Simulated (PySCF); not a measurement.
[Ce(S2)]2+ at several levels of theory

Computed with PySCF 2.14.0 (density fitting, no spin-orbit coupling) at the geometry relaxed with r2SCAN:

```xyz
3
[Ce(S2)]2+ (singlet)
Ce    0.0000    0.0000   -0.5957
S     1.0597    0.0000    1.5994
S    -1.0597    0.0000    1.5994
```

```json
{"level": "r2SCAN", "basis": "Ce lcecp-2-SVP with ECP46, S def2-SVP", "state": "singlet", "HOMO (eV)": "–", "gap (eV)": "–", "charge on Ce1 (e)": "1.74", "population of f-type functions on Ce1 (polarisation alone where 4f lies in the core)": "0.06", "dipole about the centre of mass (D)": "4.70", "largest force component (eV/Å)": "0.00"}
{"level": "BP86", "basis": "the same", "state": "singlet", "HOMO (eV)": "–", "gap (eV)": "–", "charge on Ce1 (e)": "1.66", "population of f-type functions on Ce1 (polarisation alone where 4f lies in the core)": "0.06", "dipole about the centre of mass (D)": "4.14", "largest force component (eV/Å)": "0.39"}
{"level": "TPSS", "basis": "the same", "state": "singlet", "HOMO (eV)": "–", "gap (eV)": "–", "charge on Ce1 (e)": "1.72", "population of f-type functions on Ce1 (polarisation alone where 4f lies in the core)": "0.06", "dipole about the centre of mass (D)": "4.52", "largest force component (eV/Å)": "0.37"}
{"level": "TPSSh", "basis": "the same", "state": "singlet", "HOMO (eV)": "–", "gap (eV)": "–", "charge on Ce1 (e)": "1.75", "population of f-type functions on Ce1 (polarisation alone where 4f lies in the core)": "0.06", "dipole about the centre of mass (D)": "4.77", "largest force component (eV/Å)": "0.07"}
{"level": "r2SCAN", "basis": "Ce lcecp-2-TZVP with ECP46, S def2-TZVP", "state": "singlet", "HOMO (eV)": "–", "gap (eV)": "–", "charge on Ce1 (e)": "1.81", "population of f-type functions on Ce1 (polarisation alone where 4f lies in the core)": "0.06", "dipole about the centre of mass (D)": "4.20", "largest force component (eV/Å)": "0.53"}
{"level": "r2SCAN", "basis": "Ce x2c-SVPall, S x2c-SVPall", "state": "singlet", "HOMO (eV)": "-16.77", "gap (eV)": "0.54", "charge on Ce1 (e)": "1.39", "population of f-type functions on Ce1 (polarisation alone where 4f lies in the core)": "1.31", "dipole about the centre of mass (D)": "4.83", "largest force component (eV/Å)": "1.90"}
```

In the lcecp rows the 4f levels are missing from HOMO and gap, and the state counts the valence alone.

Charges are Mulliken's, which hang on the basis. The relaxation used the grid (50, 194), these runs (75, 302) or, all-electron (x2c bases, spin-free X2C Hamiltonian), (99, 590).

Task: What does PBE with Ce lcecp-2-SVP with ECP46, S def2-SVP give here?

Result: state singlet, charge on Ce1 (e) 1.65, population of f-type functions on Ce1 (polarisation alone where 4f lies in the core) 0.06, dipole about the centre of mass (D) 4.09, largest force component (eV/Å) 0.25. Time: 2.5 s on 2 threads of Arm Neoverse V1, on a shared host, from an already converged density.

No frequency check is given that shows the relaxed geometry to be a minimum.

Small gap, closed shell not tested for a spin-broken solution: r2SCAN (x2c-SVP).
